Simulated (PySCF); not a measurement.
Species: C6H5ClFP.
SMILES with atom numbers: `[CH3:1][c:2]1[cH:3][p:4][c:5]([F:6])[c:7]([Cl:8])[cH:9]1`

Cartesian coordinates in Å at the GFN2-xTB level; atoms count from 1:
```
atom  x, y, z in Å
C1    -2.102   -0.360   -0.098
C2    -0.668    0.075   -0.014
C3    -0.358    1.414    0.129
P4     1.221    2.114    0.247
C5     2.165    0.658    0.132
F6     3.504    0.824    0.195
C7     1.672   -0.627   -0.016
Cl8    2.796   -1.943   -0.116
C9     0.317   -0.905   -0.087
H10   -2.777    0.483    0.026
H11   -2.317   -1.097    0.673
H12   -2.296   -0.822   -1.065
H13   -1.177    2.120    0.176
H14    0.018   -1.935   -0.204
```

Probes without a nucleus sit at each ring's centroid and 1 Å off its mean plane on both sides; NICS is minus the shielding there, NICSzz its component along the normal. Level: GIAO PBE0/pcSseg-1 (PySCF, non-relativistic, gas phase) on the GFN2-xTB geometry, one conformer.

Ring bond lengths (Å), with Mayer bond orders in brackets: C2–C3 1.382 (1.46), C3–P4 1.731 (1.32), P4–C5 1.740 (1.29), C5–C7 1.384 (1.28), C7–C9 1.385 (1.34), C9–C2 1.391 (1.37).

What do the NICS probes read (ppm)?

| ring | type | NICS(0) | NICS(1), two faces | NICS(1)zz, two faces | rms pucker (Å) | centre to ring atoms, mean (Å) |
| --- | --- | --- | --- | --- | --- | --- |
| C2–C3–P4–C5–C7–C9 | 6-membered ring with P; formal bonds all aromatic | -9.0 | -10.4 / -10.3 | -23.8 / -23.8 | 0.00 | 1.49 |

What do they say, and how far can they be read as aromaticity?

- C2–C3–P4–C5–C7–C9: mean NICS(1)zz -23.8 ppm, shielded.

How equal are the bonds by HOMA? Use HOMA with the parameters of Krygowski (1993).

- C2–C3–P4–C5–C7–C9: HOMA 0.94; the largest term is that of P4–C5, α(R − Ropt)² = 0.21.

At the first NICS(1) probe listed for ring C2–C3–P4–C5–C7–C9, 1 Å off the ring, what do the in-plane components average?

The isotropic value is a third of the trace: (3 × -10.4 − (-23.8))/2 = -3.7 ppm.

How shielded are the nuclei of the rings and their hydrogens (means over atoms taken as equivalent)?

| atoms | environment | σ isotropic (ppm) |
| --- | --- | --- |
| C2 | substituted aromatic carbon | 40.8 |
| C3 | aromatic CH carbon | 25.5 |
| P4 | phosphorus bonded to 2 C | 133.1 |
| C5 | aromatic C–F carbon | -15.5 |
| C7 | aromatic C–Cl carbon | 47.4 |
| C9 | aromatic CH carbon | 45.9 |
| H13 | aromatic hydrogen | 23.17 |
| H14 | aromatic hydrogen | 24.03 |

On one thread, Arm Neoverse V2 (aarch64), no GPU (shared host), this took 29 s wall (with the writing of density and orbital grids) and 0.84 GiB of memory at its peak. This is the whole shielding run at PBE0/pcSseg-1, SCF included.
